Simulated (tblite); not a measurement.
Species: C6H12N2Si.
Structure used (GFN2-xTB), in Å, numbered top down from 1:
```xyz
21
C6H12N2Si angstrom
C      2.127   -1.990    0.849
C      1.468   -1.418    0.030
C      0.625   -0.719   -0.916
C     -0.392    0.190   -0.192
C      0.341    1.355    0.497
C      0.855    2.346   -0.490
N      2.073    2.637   -0.533
N     -1.185   -0.529    0.771
Si    -2.583   -1.442    0.362
H      2.728   -2.496    1.544
H      0.082   -1.453   -1.518
H      1.251   -0.111   -1.575
H     -1.084    0.593   -0.942
H      1.171    0.974    1.093
H     -0.372    1.860    1.155
H      0.084    2.772   -1.151
H      2.340    3.328   -1.232
H     -0.599   -0.886    1.513
H     -2.360   -2.629   -0.482
H     -3.134   -1.848    1.650
H     -3.446   -0.518   -0.378
```

Method: GFN2-xTB as coded in tblite; computed harmonic values from a numerical Hessian at the method's own geometry, unscaled. The method is semi-empirical: single wavenumbers can be off by several per cent or more. Modes of hydrogen on silicon can be 10 to 20 % off. One conformer, not necessarily the lowest.

Harmonic wavenumbers (cm⁻¹): 36.5, 45.0, 55.3, 94.0, 120.2, 129.0, 185.0, 241.5, 299.0, 318.3, 356.0, 382.9, 473.1, 538.2, 565.0, 599.9, 605.8, 639.0, 683.3, 720.5, 747.3, 811.7, 826.2, 852.2, 887.1, 927.5, 973.1, 1017.9, 1028.3, 1036.8, 1077.4, 1117.8, 1142.6, 1190.8, 1210.2, 1239.8, 1258.4, 1309.8, 1323.8, 1373.6, 1390.6, 1435.2, 1449.4, 1743.6, 2165.1, 2247.7, 2293.6, 2295.1, 2804.9, 2915.1, 2953.7, 2964.3, 2965.7, 3004.2, 3335.9, 3399.3, 3427.0.

A = 1792, B = 844.6, C = 639.0 MHz; mass 140.077 u (most abundant isotopes); point group C1, symmetry number 1.

Question: Zero-point energy?

Answer: ½Σν̃ = 35615 cm⁻¹ = 101.83 kcal/mol.

Question: Entropy at 273.15 K, 1 bar (ideal gas, RRHO, classical rotation)?

Answer: Translation 40.31, rotation 29.93, vibration 36.15: S = 106.4 cal/(mol K).

Question: And Cp and H(273.15 K) − H(0)?

Answer: Cp = 42.28 cal/(mol K), of which vibrations give 34.33 (their classical limit is 57 R = 113.3); H(273.15 K) − H(0) = 7.10 kcal/mol without the zero-point energy, 4.93 from vibrations.

Question: Which modes carry the vibrational entropy at 273.15 K?

Answer: 36.5 cm⁻¹: 5.27; 45.0 cm⁻¹: 4.85; 55.3 cm⁻¹: 4.45; 94.0 cm⁻¹: 3.40; 120.2 cm⁻¹: 2.93; 129.0 cm⁻¹: 2.79 cal/(mol K); the other 51 give 12.46 together.

Question: Blend soft modes into free rotors: weight 1/[1 + (100 cm⁻¹/ν̃)⁴] for the oscillator and the rest for a rotor with moment μB/(μ + B), μ = h/(8π²ν), B = 10⁻⁴⁴ kg m². What vibrational entropy results?

Answer: 31.96 cal/(mol K) in place of 36.15, which changes −T·S at 273.15 K by +1.14 kcal/mol.

Question: How do the functions run with temperature in this model?

Answer: 
```csv
T (K),S (cal/(mol K)),Cp (cal/(mol K)),H − H(0) (kcal/mol),G − H(0) (kcal/mol),ln q(vib)
100,75.9,22.2,1.55,-6.03,3.04
200,94.7,33.5,4.33,-14.60,6.64
300,110.5,45.5,8.28,-24.87,10.00
500,138.7,65.5,19.50,-49.86,16.42
800,174.0,84.4,42.24,-96.97,25.35
1000,193.7,92.5,59.97,-133.78,30.79
```

q(vib) and H(0) count from the zero-point level.

Hindered rotation and anharmonicity are outside this model. Other conformers, if any are populated, would add a mixing term that is left out. The structure is chiral; the term R ln 2 for an equal mix with its mirror image is left out.

On one thread, Arm Neoverse N1 (aarch64), shared host, this took 1.6 s. The figure is for the frequency step alone.
